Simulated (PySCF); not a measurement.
**Vibration and rotation of TeS**

UHF-CCSD(T) constants of TeS, ³Σ⁻ (triplet), unpaired electrons π ↑↑ (PySCF, scalar-relativistic core potentials, basis sets Te def2-SVPD with ECP28, S def2-SVPD; masses 129.9062 and 31.9721 u):

| Quantity | Value |
| --- | --- |
| ωe | 446.4 cm⁻¹ |
| ωexe | 1.5 cm⁻¹ |
| Be | 0.12549 cm⁻¹ |
| αe | 0.000491 cm⁻¹ |
| De to Te + S | 2.91 eV |

(1) What force constant and bond length do these constants imply?

(2) Estimate the centrifugal constant D from the Kratzer relation and find the Dunham coefficient a1.

Correlated steps freeze 9 core orbitals. Correlated levels converge slowly with the basis: in double zeta they bind strong bonds too weakly, by up to about 1 eV, and carry superposition errors of some tenths. These are scalar-relativistic numbers at best; spin–orbit coupling would shift them, the dissociation energy most. The state was picked by a PBE0 search and need not be the measured ground state.

Answers

(1) Reduced mass μred = 25.657 u; k = 5.8918×10⁻⁷·μred·ωe² (u, cm⁻¹, mdyn/Å) = 3.01 mdyn/Å; Re = √(16.8576/(μred·Be)) (u, cm⁻¹, Å) = 2.288 Å.

(2) D = 4Be³/ωe² = 3.97e-08 cm⁻¹; a1 = −1 − αeωe/(6Be²) = -3.32.
